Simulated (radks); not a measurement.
Question: Ga+, 30 electrons, occupied as [Ar] 3d6 4s1 4p5 (not the ground configuration). Calculated with a radial shooting solver on a logarithmic mesh with Libxc functionals: Dirac Kohn-Sham, BLYP, spin-unpolarised, spherical densities, finite nucleus; open shells fill j = l - 1/2 first; Fermi nuclear charge, rms radius 3.9973 fm. Some entries of the table are withheld. Estimate them.

| orbital | occ. | eigenvalue (hartree) | <r^2> (bohr^2) | <r> (bohr) |
|---|---|---|---|---|
| 1s1/2 | 2 | -378.0966 | (1) | 0.04860 |
| 2s1/2 | 2 | -48.73039 | 0.05591 | 0.2176 |
| 2p1/2 | 2 | -43.39968 | 0.04357 | 0.1883 |
| 2p3/2 | 4 | -42.38448 | 0.04507 | 0.1918 |
| 3s1/2 | 2 | -7.40332 | 0.4575 | 0.6310 |
| 3p1/2 | 2 | -5.66207 | 0.4793 | 0.6402 |
| 3p3/2 | 4 | -5.51468 | 0.4926 | 0.6492 |
| 3d3/2 | 4 | (2) | 0.5508 | 0.6698 |
| 3d5/2 | 2 | (3) | 0.5559 | 0.6730 |
| 4s1/2 | 1 | -1.02036 | 3.608 | 1.780 |
| 4p1/2 | 2 | -0.63126 | 4.962 | 2.074 |
| 4p3/2 | 3 | -0.61623 | 5.103 | 2.104 |

Answer: 
(1) 1s1/2 <r^2> (bohr^2): 0.003179
(2) 3d3/2 eigenvalue (hartree): -2.57730
(3) 3d5/2 eigenvalue (hartree): -2.55497
